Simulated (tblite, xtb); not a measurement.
C5H11Si (SMILES [CH]=C[Si](C)(C)C), doublet, at a GFN2-xTB geometry. Base run: GFN1-xTB (xtb).

xtb was given this input:
```
$ xtb mol.xyz --gfn 1 --uhf 1 --json

# file mol.xyz
17

C      0.14448645     2.33517149    -1.12412862
C      0.65102697     1.50523725    -0.28117228
Si    -0.00433906    -0.27160853     0.14065850
C     -0.40943509    -0.31259644     2.00530085
C     -1.55808201    -0.65114497    -0.89294607
C      1.38929570    -1.51328348    -0.25771238
H     -0.69504943     2.32329597    -1.78512354
H      1.53767091     1.76376229     0.28640111
H     -0.77728748    -1.28958076     2.30547255
H     -1.17047554     0.41857297     2.26060601
H      0.46872598    -0.09488517     2.60575706
H     -2.34937526     0.06347837    -0.68864491
H     -1.34202296    -0.60894847    -1.95601165
H     -1.94597047    -1.64215993    -0.67545202
H      2.28238812    -1.30553916     0.32395847
H      1.08309078    -2.53141865    -0.03510036
H      1.66530009    -1.47436124    -1.30713062
```

Programs used: tblite, xtb; a row that names a program was run with it.

Variants of this job, named by their change:

```csv
change,ΔE vs base (kcal/mol),dipole (D),G_solv (kcal/mol),SCF cycles
base,0.000,2.04,-,9
alpb = toluene,-5.42,2.16,-5.44,10
acc = 0.1,0.000,2.04,-,11
gbsa = methanol,-4.76,2.31,-4.88,10
"program = tblite; method = gfn1; option = (--alpb, water)",-0.427,-,-,-
acc = 1000,0.005,2.06,-,5
"program = tblite; method = gfn1; option = (--etemp, 2000)",-0.009,-,-,-
```

ALPB and GBSA are two models with their own fitted parameters for each solvent, which aren't always the measured dielectric constant.
